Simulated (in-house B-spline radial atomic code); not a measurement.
Relativistic effects in the phosphorus ion P³⁺, [Ne] 3s2: non-relativistic Hartree-Fock (point nucleus) against Dirac-Hartree-Fock (Fermi nucleus of rms radius 3.1889 fm), both averages of the configuration, computed with an all-electron radial atomic-structure program (B-spline basis).

```tsv
orbital	ε NR (Eh)	ε Dirac (Eh)	<r> NR (bohr)	<r> Dirac (bohr)	change of <r> (%)
1s1/2	-81.448	-81.689	0.1038	0.1034	-0.4
2s1/2	-8.9396	-8.9778	0.5139	0.5119	-0.4
2p1/2	-6.8221	?	0.4821	?	?
2p3/2	-6.8221	?	0.4821	?	?
3s1/2	-1.8332	-1.8376	1.696	1.692	-0.2
```

(1) What happens to 2p3/2?

(2) What happens to 2p1/2?

(3) What explains the pattern of contraction and expansion?

(4) By how much does the total energy change?

Results:

(1) Its energy goes to -6.8099 hartree and <r> to 0.4822 bohr (+0.03 %).

(2) Its energy goes to -6.8454 hartree and <r> to 0.4801 bohr (-0.40 %).

(3) The s and p1/2 orbitals contract directly, as their density near the nucleus moves at relativistic speed. Nothing expands appreciably in this ion.

(4) By -0.84706 hartree, from -338.563 to -339.410.
